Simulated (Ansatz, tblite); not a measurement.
Removing and adding an electron: In4As5H16⁺. The state is a singlet with charge 1. Geometry: r2SCAN-D4/def2-SVP. Ansatz, gas phase; energy differences of separate SCF runs; the oxidised species was run as a doublet alone; the reduced species was run as a doublet alone.

```xyz
25

In    0.830    1.256   -2.298
In   -2.224   -2.479   -0.922
In    2.717   -1.524    1.280
In   -1.220    1.400    2.024
As    2.820    0.163   -0.900
As   -0.852   -0.792   -2.632
As   -0.429    2.545   -0.289
As   -2.711   -0.567    1.013
As    1.039    0.148    2.698
H     1.200    2.232   -3.655
H    -0.987   -3.430   -0.227
H    -3.734   -2.702   -1.687
H     4.236   -1.378    2.043
H     1.672   -2.768    0.747
H    -1.925    2.479    3.152
H     3.673   -0.487   -1.965
H     3.744    1.327   -0.626
H    -0.076   -1.683   -3.576
H    -1.814   -0.256   -3.667
H    -1.626    3.250   -0.878
H     0.371    3.781    0.046
H    -4.025    0.124    0.727
H    -3.174   -1.298    2.253
H     1.849    1.234    3.370
H     0.646   -0.575    3.966
```

In the def2 sets In takes a core potential; there is no spin–orbit coupling. The xTB rows come from tblite. Single mean-field runs in def2-TZVP are fitted with def2-universal-jkfit. HOMO above LUMO, or a gap near zero within one spin, warns that the state may not be the lowest or that an electron is smeared out.

**Question.** Estimate orbital energies and vertical ionisation energies and electron affinities at: GFN1-xTB; GFN2-xTB; PBE-D4/def2-TZVP; PBE0-D4/def2-TZVP; BHLYP-D4/def2-TZVP.

**Answer.** 
```tsv
level	−HOMO (eV)	vertical IE (eV)	−LUMO (eV)	vertical EA (eV)	HOMO–LUMO gap (eV)	IE − EA (eV)	remarks
GFN1-xTB	13.07	14.69	9.61	8.06	3.46	6.64	–
GFN2-xTB	13.41	15.03	10.18	8.54	3.22	6.49	–
PBE-D4/def2-TZVP	9.54	11.30	5.27	3.78	4.27	7.52	gap within one spin near zero (+2 doublet), gap within one spin near zero (doublet)
PBE0-D4/def2-TZVP	10.51	11.75	4.52	3.48	5.99	8.26	–
BHLYP-D4/def2-TZVP	11.35	12.07	3.73	3.14	7.62	8.93	–
```

Relaxing the oxidised species (r2SCAN-D4/def2-SVP) changes its energy by -0.27 eV at PBE-D4/def2-TZVP, so the adiabatic ionisation energy to this nearest minimum is 11.02 eV. At PBE0-D4/def2-TZVP it is 11.25 eV.     Raw xTB energy differences between charge states are shifted by several eV; the methods need an empirical correction for them.
